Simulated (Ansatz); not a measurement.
Cost and result for the atomization energy of F4H2O2SSi2, SMILES `O[Si](F)(F)S[Si](O)(F)F` (11 atoms, 10 bonds).

```xyz
11

O    -0.5382   -1.1562   -1.3018
Si    0.9153   -0.4535   -1.2969
F     0.8471    0.9258   -2.0642
F     1.9888   -1.3147   -2.0696
S     1.6482   -0.2703    0.6670
Si   -0.1340    0.3260    1.6134
O    -0.9323    1.3977    0.7075
F    -1.0818   -0.8865    1.9703
F     0.3086    0.9392    2.9987
H    -1.1377   -0.9755   -2.0283
H    -1.8840    1.4680    0.8039
```

Total charge 0; spin multiplicity 1. All single points use the PBE0-D4/def2-TZVP geometry. It is one conformer, not always the lowest. Program: Ansatz. All runs use 2 threads of an AMD EPYC 7R13 on a shared host and a share of an NVIDIA H100 80 GB. Times are those of one run each, without the atoms' runs, and a repeat can differ threefold. Electronic energies, without spin–orbit coupling; frozen cores. CCSD(T)/CBS adds CCSD(T) − MP2 in def2-TZVPP to the MP2 limit, and its time is that of the two runs behind it. T1 = 0.012. B3LYP takes the VWN-RPA correlation (the form of Gaussian; ORCA's B3LYP/G).

CCSD(T)/CBS is a level of theory with its own doubt, some kJ/mol a heavy atom from the limit and from the frozen cores, so smaller differences don't rank the functionals.

```csv
level,functions,wall time,atomization (kJ/mol),difference from CCSD(T)/CBS,per bond
PBE-D4/def2-TZVPP (with forces),340,2.1 s,4934.1,28.7,2.9
PBE0-D4/def2-TZVPP,340,2.2 s,4798.5,-106.9,-10.7
B3LYP-D4/def2-TZVPP (with forces),340,2.3 s,4803.8,-101.6,-10.2
r2SCAN-D4/def2-TZVPP (with forces),340,2.3 s,4887.5,-17.9,-1.8
ωB97X-V/def2-TZVPP,340,2.5 s,4877.1,-28.3,-2.8
MP2/def2-QZVPP,612,3.4 s,5069.7,164.3,16.4
ωB97M-V/def2-TZVPP (with forces),340,3.4 s,4884.1,-21.3,-2.1
B2PLYP/def2-TZVPP,340,3.5 s,4793.0,-112.4,-11.2
CCSD(T)/def2-TZVPP,340,11 s,4728.8,-176.6,-17.7
CCSD(T)/CBS(def2),–,14 s,4905.4,0.0,0.0
```

The D4 term adds +63.9 kJ/mol with B3LYP and +33.7 kJ/mol with PBE0; it sums over pairs of atoms, weighted by their polarisabilities, and B3LYP, whose exchange is more repulsive, gets the larger term. From PBE to PBE0 (25 % exact exchange), in def2-TZVPP and without D4, the atomization energy moves by −129.9 kJ/mol: exact exchange takes away binding that semilocal exchange gives to molecules. In def2-TZVPP, CCSD(T) changes the Hartree–Fock value by +1232.8 kJ/mol (the triples alone add +89.2 kJ/mol) and MP2 by +1465.4 kJ/mol; breaking electron pairs costs correlation energy, which Hartree–Fock lacks.
